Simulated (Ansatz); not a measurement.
Molecule: C2H6B, charge 0, multiplicity 2. It need not be the lowest isomer of its formula. 
Geometry from a B3LYP-D3(BJ)/def2-TZVP (Ansatz, an electronic-structure program) optimisation:
SMILES: [CH2]BC
```xyz
9

B      0.1175    -0.4618     0.2671
C      1.3541     0.0810    -0.4551
C     -1.2744     0.2494     0.2154
H      0.2262    -1.4746     0.8972
H      2.3245    -0.4048    -0.4255
H      1.3366     0.9932    -1.0465
H     -1.3039     1.1667    -0.3758
H     -1.6153     0.4836     1.2313
H     -2.0337    -0.4379    -0.1776
```
Charge 0, spin multiplicity 2.

Computed values are from Ansatz. Correlated levels leave the core frozen unless marked. Open shells are spin-unrestricted. Spin-orbit coupling is left out. Non-relativistic. CBS(X,Y): correlation extrapolated as X^-3; Hartree-Fock from the larger set (for Q and 5 zeta extrapolated as (X+1)exp(-9√X)).

Q: What is the T1 diagnostic at CCSD/cc-pV5Z?

A: 0.011.

Q: What is the dipole moment at CCSD(T)/aug-cc-pVDZ?

A: 0.73 D.

Q: What is the atomisation energy De at CCSD(T)/CBS(cc-pVQZ,cc-pV5Z)?

A: 3306.9 kJ/mol.

Q: What is the total energy at CCSD(T)/CBS(cc-pVQZ,cc-pV5Z)?

A: -104.4411 Eh.
